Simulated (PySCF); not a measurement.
## Si⁺: ionisation energy

Si⁺ [Ne] 3s2 3p1 (2P) → Si²⁺ [Ne] 3s2 (1S), as a difference of total energies. Calculation: PySCF 2.14, in dyall-acv3z; the non-relativistic Hamiltonian (point nucleus). Correlated levels: valence: [Ne] frozen; valence and next inner shell: 1s2 frozen; virtual orbitals above 40 to 60 times the deepest correlated orbital energy dropped. The calculations carry no spin-orbit coupling.

```json
{"method": "UHF", "ionisation energy (eV)": "15.846"}
{"method": "LDA", "ionisation energy (eV)": "16.370"}
{"method": "PBE", "ionisation energy (eV)": "16.411"}
{"method": "PBE0", "ionisation energy (eV)": "16.436"}
{"method": "r2SCAN", "ionisation energy (eV)": "16.534"}
{"method": "wB97X-V", "ionisation energy (eV)": "16.275"}
{"method": "revPBE", "ionisation energy (eV)": "16.415"}
{"method": "BHandHLYP", "ionisation energy (eV)": "16.283"}
{"method": "MP2 (valence)", "ionisation energy (eV)": "16.116"}
{"method": "SCS-MP2 (valence)", "ionisation energy (eV)": "16.104"}
{"method": "MP2 (valence and next inner shell)", "ionisation energy (eV)": "16.135"}
{"method": "SCS-MP2 (valence and next inner shell)", "ionisation energy (eV)": "16.121"}
```

Question: How much does correlation contribute at MP2 (valence and next inner shell)?

Answer: 16.135 − (15.846) = 0.289 eV, measured against UHF.

A first-order spin-orbit estimate (lowest level to lowest level, LS coupling) adds 0.020 eV.

Errors of the correlated levels include the incompleteness of this basis and the frozen core.

For comparison: 16.346 eV (measured; NIST Atomic Spectra Database, ionization energies).
